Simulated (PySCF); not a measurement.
C2H8BN, SMILES NB(C)C. Atoms are numbered in the order given.

```xyz
12

B      0.0000     0.0000     0.0551
C      1.3807     0.0000    -0.7318
H      1.4486     0.8807    -1.3957
H      1.4486    -0.8807    -1.3957
H      2.2729     0.0000    -0.0832
C     -1.3807     0.0000    -0.7318
H     -1.4486     0.8807    -1.3957
H     -2.2729     0.0000    -0.0832
H     -1.4486    -0.8807    -1.3957
N      0.0000     0.0000     1.4599
H     -0.8478     0.0000     2.0179
H      0.8478     0.0000     2.0179
```

The structure is a stationary point at TPSSh-D3(BJ)/def2-SVP. One conformer was computed; it need not be the lowest.

Calculation: TPSSh-D3(BJ)/def2-SVP (PySCF).

Harmonic, unscaled wavenumbers; measured fundamentals usually lie a few per cent lower.

Computed vibrational spectrum:
```csv
mode,ν (cm⁻¹),IR (km/mol),Raman (Å⁴/amu),depolarisation,moving atoms (share of kinetic energy)
1,81,0.0,0.0,–,H 99 %
2,133,3.2,0.1,0.75,H 92 %
3,300,0.4,0.6,0.70,"H 43 %, C 35 %, N 13 %, B 9 %"
4,355,0.2,0.7,0.75,"H 43 %, C 26 %, N 21 %, B 9 %"
5,385,6.7,1.0,0.75,"H 55 %, B 43 %"
6,557,157.4,0.3,0.75,"H 76 %, N 22 %"
7,589,0.0,1.7,0.75,H 98 %
8,714,1.8,9.5,0.06,"C 56 %, H 24 %, N 18 %"
9,791,0.1,0.2,0.75,"H 77 %, C 22 %"
10,817,0.0,0.1,0.75,"H 82 %, C 18 %"
11,871,0.0,1.8,0.75,"H 63 %, N 17 %, C 13 %"
12,915,0.3,4.1,0.69,"H 64 %, C 25 %, N 10 %"
13,949,16.7,0.7,0.75,"H 45 %, B 34 %, C 20 %"
14,1203,60.3,2.7,0.75,"B 48 %, H 44 %"
15,1315,4.0,3.2,0.75,"H 71 %, C 13 %, B 13 %"
16,1352,92.2,2.3,0.75,"H 55 %, C 29 %, B 16 %"
17,1374,116.5,18.6,0.62,"H 43 %, B 38 %, C 12 %"
18,1451,0.0,29.9,0.75,H 95 %
19,1456,0.3,0.4,0.75,H 96 %
20,1469,5.9,0.8,0.75,H 96 %
21,1487,3.6,16.8,0.74,"H 84 %, B 11 %"
22,1614,121.7,7.1,0.68,"H 74 %, N 19 %"
23,3010,19.9,0.2,0.75,H 97 %
24,3014,4.0,287.3,0.00,H 97 %
25,3080,0.0,12.9,0.75,"H 91 %, C 9 %"
26,3084,34.5,145.9,0.75,"H 91 %, C 9 %"
27,3096,39.2,69.9,0.75,"H 91 %, C 9 %"
28,3097,38.5,104.8,0.74,"H 91 %, C 9 %"
29,3560,14.0,154.2,0.12,H 96 %
30,3660,11.0,89.8,0.75,"H 91 %, N 9 %"
```
